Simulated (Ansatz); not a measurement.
Relaxation of F₃H₅W (9 atoms, charge 0, multiplicity 1), to a largest force component of 0.03 eV/Å in at most 50 steps.

These are results of RHF/def2-SVP in Ansatz 0.2.0, not measurements.

```xyz
9
Properties=species:S:1:pos:R:3
W -0.018 -0.285 -0.345
F -0.108 -0.689 2.671
H 1.324 0.471 -0.957
H 0.466 1.074 0.463
F -1.666 0.575 -0.186
F -0.108 -2.116 0.049
H 0.176 -0.329 -2.010
H 1.346 -0.434 0.663
H 0.754 -0.804 2.399
```

Q: Where does it end, and by what steps?

A: The forces met the threshold. After 19 steps the energy has fallen by 0.274 eV; H9 moved furthest, 0.92 Å. Joined: W1–F2 (3.05 → 2.54 Å).

```
step  energy less start (eV)  largest force component (eV/Å)  accepted
   0                  0.0000                           0.562       yes
   1                 -0.0055                           2.683       yes
   2                  0.0223                           3.268        no
   3                 -0.0619                           2.161       yes
   4                 -0.1186                           1.679       yes
   5                 -0.1806                           0.821       yes
   6                 -0.1926                           1.334       yes
   7                 -0.2173                           0.513       yes
   8                 -0.1693                           0.969        no
   9                 -0.2499                           0.190       yes
  10                 -0.2626                           0.085       yes
  11                 -0.2676                           0.063       yes
  12                 -0.1966                           2.710        no
  13                 -0.2732                           0.051       yes
  14                 -0.2673                           0.787        no
  15                 -0.2732                           0.123        no
  16                 -0.2738                           0.041       yes
  17                 -0.2740                           0.111       yes
  18                 -0.2740                           0.077        no
  19                 -0.2742                           0.024       yes
```

```xyz
9
Properties=species:S:1:pos:R:3
W 0.107 -0.240 -0.198
F -0.206 -0.506 2.310
H 1.196 0.474 -1.218
H 0.699 1.220 0.305
F -1.502 0.652 0.167
F 0.297 -2.048 0.362
H -0.118 -0.507 -1.843
H 1.662 -0.214 0.390
H 0.031 -1.370 2.472
```

Whether the end is a true minimum wasn't checked by a vibrational analysis.

Time of the run: 46 s on 1 thread of AMD EPYC 7R43 64-Core Processor (Zen 3) (shared host), peak memory 0.2 GiB.
